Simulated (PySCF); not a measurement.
**Ions at one geometry of PbI2**

PySCF 2.14.0, RKS PBE0, Pb def2-SVP with ECP60, I def2-SVP with ECP28; non-relativistic Hamiltonian with scalar-relativistic core potentials where named; density fitting; no spin-orbit coupling; singlets restricted, open shells unrestricted. The geometry is relaxed for charge 0, singlet, vacuum:

```xyz
3

Pb    0.0000    0.0000   -1.0373
I     2.2096    0.0000    0.7288
I    -2.2096    0.0000    0.7288
```

Energies count from the relaxed state; an electron taken off or put on is at rest in vacuum. Charges and spins are Mulliken's.

```tsv
state	energy (eV)	spin squared	charge on Pb1 (e)	spin on Pb1 (e)	dipole about the centre of mass (D)
charge 0, singlet, vacuum	0.00	0.00	0.56	0.00	3.89
charge +1, doublet, vacuum	9.05	0.76	0.75	-0.09	2.17
```

Problem. What does the state charge -1, doublet, vacuum give?

Solution. energy (eV) -1.68, spin squared 0.75, charge on Pb1 (e) 0.00, spin on Pb1 (e) 0.98, dipole about the centre of mass (D) 2.77.

With an electron taken off (doublet) the charges change, summed by element, by Pb +0.19 e, I +0.81 e. The vertical ionisation energy is 9.05 eV, against −ε(HOMO) = 7.22 eV of the relaxed state. The level lies 1.8 eV too high, as is usual for semilocal functionals and global hybrids, which keep a self-interaction error.

With an electron put on (doublet) the charges change, summed by element, by Pb -0.56 e, I -0.44 e. The vertical electron affinity is 1.68 eV, against −ε(LUMO) = 3.33 eV of the relaxed state. The basis has no diffuse functions, which an added electron needs. The added electron's level lies above zero.

Open shells may have lower solutions than those found.
